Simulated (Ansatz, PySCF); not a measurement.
Si(F)(Me)2(Cl) (C₂H₆ClFSi), SMILES [Si](C)(Cl)(C)F. Atoms are numbered in the order given.

```xyz
11

C      1.6878    -1.0504     0.1115
Si     0.1230    -0.0803     0.3176
C     -1.2175    -0.9371     1.2670
F      0.4806     1.3109     1.0803
Cl    -0.5986     0.4466    -1.5481
H      2.4316    -0.4683    -0.4527
H      1.4966    -1.9859    -0.4358
H      2.1169    -1.3035     1.0937
H     -2.1038    -0.2909     1.3523
H     -1.5181    -1.8676     0.7620
H     -0.8715    -1.1882     2.2819
```
Charge 0, spin multiplicity 1.

The structure is a stationary point at PBE0-D3(BJ)/def2-SVP.

Two levels are set side by side: PBE-D3(BJ)/def2-SVP (Ansatz, an electronic-structure program) and PBE0-D3(BJ)/def2-SVP (Ansatz). Each level has its own optimised geometry; the coordinates shown are those of the second. Frequencies come from the Hessian of PySCF at each geometry. Differences are taken from unrounded values.

```json
[
 {"quantity": "mean bond length (Å)", "PBE0-D3(BJ)": "1.400", "PBE-D3(BJ)": "1.411", "PBE-D3(BJ) minus PBE0-D3(BJ)": "0.010"},
 {"quantity": "bond C1–Si2 (Å)", "PBE0-D3(BJ)": "1.853", "PBE-D3(BJ)": "1.865", "PBE-D3(BJ) minus PBE0-D3(BJ)": "0.012"},
 {"quantity": "bond Si2–C3 (Å)", "PBE0-D3(BJ)": "1.853", "PBE-D3(BJ)": "1.865", "PBE-D3(BJ) minus PBE0-D3(BJ)": "0.012"},
 {"quantity": "bond Si2–F4 (Å)", "PBE0-D3(BJ)": "1.626", "PBE-D3(BJ)": "1.642", "PBE-D3(BJ) minus PBE0-D3(BJ)": "0.016"},
 {"quantity": "bond Si2–Cl5 (Å)", "PBE0-D3(BJ)": "2.069", "PBE-D3(BJ)": "2.084", "PBE-D3(BJ) minus PBE0-D3(BJ)": "0.015"},
 {"quantity": "bond C1–H6 (Å)", "PBE0-D3(BJ)": "1.100", "PBE-D3(BJ)": "1.108", "PBE-D3(BJ) minus PBE0-D3(BJ)": "0.008"},
 {"quantity": "bond C1–H7 (Å)", "PBE0-D3(BJ)": "1.101", "PBE-D3(BJ)": "1.109", "PBE-D3(BJ) minus PBE0-D3(BJ)": "0.008"},
 {"quantity": "bond C1–H8 (Å)", "PBE0-D3(BJ)": "1.101", "PBE-D3(BJ)": "1.109", "PBE-D3(BJ) minus PBE0-D3(BJ)": "0.008"},
 {"quantity": "bond C3–H9 (Å)", "PBE0-D3(BJ)": "1.100", "PBE-D3(BJ)": "1.108", "PBE-D3(BJ) minus PBE0-D3(BJ)": "0.008"},
 {"quantity": "bond C3–H10 (Å)", "PBE0-D3(BJ)": "1.101", "PBE-D3(BJ)": "1.109", "PBE-D3(BJ) minus PBE0-D3(BJ)": "0.008"},
 {"quantity": "bond C3–H11 (Å)", "PBE0-D3(BJ)": "1.101", "PBE-D3(BJ)": "1.109", "PBE-D3(BJ) minus PBE0-D3(BJ)": "0.008"},
 {"quantity": "highest harmonic wavenumber (cm⁻¹)", "PBE0-D3(BJ)": "3178", "PBE-D3(BJ)": "3090", "PBE-D3(BJ) minus PBE0-D3(BJ)": "-87"},
 {"quantity": "mean harmonic wavenumber (cm⁻¹)", "PBE0-D3(BJ)": "1279", "PBE-D3(BJ)": "1240", "PBE-D3(BJ) minus PBE0-D3(BJ)": "-38"},
 {"quantity": "zero-point energy (kcal/mol)", "PBE0-D3(BJ)": "49.35", "PBE-D3(BJ)": "47.87", "PBE-D3(BJ) minus PBE0-D3(BJ)": "-1.48"}
]
```

Exact exchange shortens and stiffens bonds; PBE has none. Differences between two approximate levels are no errors against the true value.
